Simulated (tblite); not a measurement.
A geometry optimisation, step by step.

Compound: C7H8F (doublet state).
Atom-mapped SMILES: `[F:1][C@H:2]1[C:3]2[CH2:4][C@H:5]3[C@@H:6]1[CH2:7][C@@H:8]23` (hydrogens: H9 on C2; H10, H11 on C4; H12 on C5; H13 on C6; H14, H15 on C7; H16 on C8)

Computed with GFN2-xTB (tblite), gas phase: L-BFGS steps from a force-field or distance-geometry start until the largest atomic force falls under 0.01 eV/Å. 5 of its 31 geometries are shown.

Step 0: E = -643.0878 eV, largest atomic force 3.604 eV/Å
```
atom  x, y, z in Å  |  force x, y, z in eV/Å
F1      1.437   -0.440   -1.896   -0.624   0.483  -0.827
C2      0.215   -0.060   -1.379   -0.144  -0.780   0.143
C3     -0.382   -1.177   -0.495    1.009   1.038   0.256
C4      0.807   -1.341    0.430    2.607  -2.377  -0.738
C5      0.457    0.006    0.933    0.760  -1.611   1.355
C6      0.357    0.936   -0.231    0.265   0.589  -0.832
C7     -1.089    1.093    0.124   -1.478   2.199  -0.650
C8     -0.963   -0.315    0.596   -2.959   0.572   1.122
H9     -0.506    0.271   -2.122    0.571   0.043  -0.662
H10     1.739   -1.308   -0.170   -0.051  -0.964   0.890
H11     0.742   -2.197    1.125    0.163   0.626  -0.236
H12     0.710    0.343    1.909    0.385   0.343   0.624
H13     0.992    1.778   -0.330    0.664   0.667  -0.357
H14    -1.704    1.274   -0.770   -0.421   0.348   0.596
H15    -1.197    1.878    0.924   -0.387  -0.905  -0.723
H16    -1.622   -0.730    1.339   -0.362  -0.272   0.037
```

Step 8: E = -643.9465 eV, largest atomic force 0.191 eV/Å
```
atom  x, y, z in Å  |  force x, y, z in eV/Å
F1      1.383   -0.393   -2.010    0.052   0.046   0.079
C2      0.208   -0.056   -1.383   -0.018  -0.069  -0.048
C3     -0.324   -1.137   -0.456    0.102   0.038   0.014
C4      0.890   -1.397    0.434   -0.031  -0.120  -0.080
C5      0.473   -0.031    0.969   -0.030  -0.139  -0.005
C6      0.351    0.962   -0.234    0.004  -0.004  -0.048
C7     -1.136    1.146    0.108    0.076   0.076  -0.022
C8     -1.015   -0.282    0.635   -0.033   0.097  -0.102
H9     -0.449    0.272   -2.192   -0.126   0.038   0.077
H10     1.839   -1.480   -0.087    0.077  -0.030   0.050
H11     0.779   -2.214    1.140   -0.117   0.104   0.110
H12     0.780    0.337    1.943    0.107   0.037  -0.035
H13     1.038    1.790   -0.372   -0.009   0.072  -0.032
H14    -1.806    1.356   -0.725   -0.031  -0.073   0.047
H15    -1.298    1.875    0.899   -0.035  -0.069   0.079
H16    -1.720   -0.737    1.321    0.014  -0.005  -0.085
```

Step 15: E = -643.9673 eV, largest atomic force 0.102 eV/Å
```
atom  x, y, z in Å  |  force x, y, z in eV/Å
F1      1.391   -0.367   -2.008   -0.002   0.032  -0.025
C2      0.210   -0.049   -1.387   -0.013  -0.049  -0.033
C3     -0.313   -1.138   -0.467    0.095   0.028   0.025
C4      0.890   -1.409    0.434   -0.017  -0.001  -0.008
C5      0.483   -0.033    0.954   -0.011  -0.024   0.026
C6      0.355    0.969   -0.241   -0.068   0.006  -0.038
C7     -1.131    1.149    0.109   -0.014  -0.015   0.016
C8     -1.006   -0.282    0.621   -0.013   0.017  -0.022
H9     -0.475    0.274   -2.175    0.027   0.004  -0.034
H10     1.857   -1.518   -0.052   -0.068  -0.044   0.030
H11     0.734   -2.189    1.176   -0.032   0.050  -0.037
H12     0.819    0.337    1.917    0.014   0.039   0.052
H13     1.035    1.802   -0.388   -0.022   0.002   0.008
H14    -1.821    1.350   -0.711    0.044   0.009   0.024
H15    -1.307    1.852    0.921    0.032  -0.019  -0.010
H16    -1.727   -0.740    1.286    0.047  -0.034   0.026
```

Step 22: E = -643.9710 eV, largest atomic force 0.033 eV/Å
```
atom  x, y, z in Å  |  force x, y, z in eV/Å
F1      1.395   -0.353   -2.016   -0.006  -0.010   0.016
C2      0.211   -0.048   -1.394   -0.001  -0.002   0.007
C3     -0.306   -1.136   -0.471    0.024   0.010   0.009
C4      0.886   -1.408    0.438   -0.004  -0.022  -0.012
C5      0.486   -0.029    0.954    0.008  -0.016  -0.024
C6      0.351    0.970   -0.245   -0.018   0.023  -0.015
C7     -1.132    1.146    0.111   -0.010  -0.005   0.010
C8     -1.003   -0.285    0.619    0.003   0.004  -0.003
H9     -0.473    0.272   -2.184    0.018   0.000   0.006
H10     1.853   -1.541   -0.040   -0.010  -0.003   0.016
H11     0.707   -2.178    1.183    0.000  -0.003  -0.008
H12     0.825    0.348    1.916   -0.021   0.000  -0.019
H13     1.024    1.808   -0.392    0.012   0.018  -0.004
H14    -1.821    1.353   -0.707   -0.004   0.002   0.021
H15    -1.299    1.844    0.929   -0.001   0.006  -0.011
H16    -1.713   -0.755    1.287    0.011  -0.003   0.009
```

Step 30: E = -643.9714 eV, largest atomic force 0.009 eV/Å
```
atom  x, y, z in Å  |  force x, y, z in eV/Å
F1      1.398   -0.354   -2.012    0.001   0.000   0.002
C2      0.212   -0.047   -1.395    0.000   0.000  -0.001
C3     -0.306   -1.135   -0.472    0.003   0.005   0.002
C4      0.886   -1.409    0.437   -0.003  -0.007  -0.004
C5      0.487   -0.029    0.951    0.007  -0.005   0.000
C6      0.350    0.972   -0.248   -0.005   0.000  -0.001
C7     -1.133    1.146    0.113   -0.003  -0.002   0.002
C8     -1.002   -0.285    0.618    0.005   0.003   0.005
H9     -0.469    0.273   -2.187    0.007   0.000  -0.005
H10     1.854   -1.547   -0.036   -0.004   0.005  -0.003
H11     0.702   -2.178    1.181   -0.002   0.001   0.004
H12     0.821    0.350    1.912    0.004   0.000   0.001
H13     1.022    1.812   -0.394   -0.004  -0.003  -0.001
H14    -1.826    1.354   -0.702   -0.001   0.000   0.001
H15    -1.298    1.845    0.930   -0.001  -0.001   0.000
H16    -1.706   -0.757    1.291   -0.002   0.004  -0.002
```

Question: Summarise the path.

Answer: The energy falls by 85.26 kJ/mol from step 0 to step 30; nine tenths of that is first reached at step 5. It falls at every step. The largest force goes from 3.604 to 0.009 eV/Å. Among the bonds C5–C6 changes most, from 1.493 to 1.567 Å; the atoms move by 0.117 Å rms after alignment.

Question: Follow the three bonds and two angles with the largest change from start to end.

Answer: 
```csv
step,E above end (kJ/mol),largest force (eV/Å),C5–C6 (Å),C5–C8 (Å),C4–C5 (Å),C5–C4–H10 (°),F1–C2–H9 (°)
0,85.26,3.604,1.493,1.494,1.480,110.8,114.6
1,44.71,1.325,1.538,1.539,1.507,110.8,113.1
3,17.82,0.870,1.571,1.546,1.517,112.9,109.0
4,10.29,0.545,1.575,1.544,1.528,115.0,106.4
5,6.78,0.503,1.571,1.541,1.531,116.4,104.9
7,3.18,0.229,1.563,1.543,1.528,118.1,104.2
8,2.40,0.191,1.564,1.545,1.526,118.4,104.5
9,1.96,0.204,1.567,1.546,1.525,118.5,105.0
10,1.55,0.197,1.569,1.546,1.525,118.5,105.5
12,0.90,0.110,1.569,1.545,1.527,118.5,106.4
13,0.70,0.102,1.567,1.545,1.527,118.5,106.6
14,0.54,0.115,1.566,1.546,1.527,118.6,106.5
16,0.30,0.070,1.566,1.547,1.525,118.8,106.2
17,0.23,0.067,1.567,1.548,1.525,119.0,106.2
18,0.17,0.060,1.568,1.548,1.525,119.2,106.2
20,0.08,0.046,1.568,1.547,1.526,119.6,106.2
21,0.06,0.041,1.567,1.547,1.526,119.6,106.2
22,0.05,0.033,1.567,1.547,1.526,119.6,106.1
23,0.03,0.037,1.566,1.547,1.526,119.5,106.1
25,0.01,0.015,1.567,1.546,1.526,119.5,106.1
26,0.01,0.013,1.567,1.546,1.526,119.5,106.1
27,0.01,0.013,1.567,1.546,1.526,119.6,106.1
29,0.00,0.010,1.567,1.546,1.526,119.7,106.2
30,0.00,0.009,1.567,1.546,1.526,119.7,106.2
```

What follows is the cost of the whole relaxation. On an Arm Neoverse V2 with one thread, shared host with 96 logical CPUs at a one-minute load of 55, this took 0.14 s.
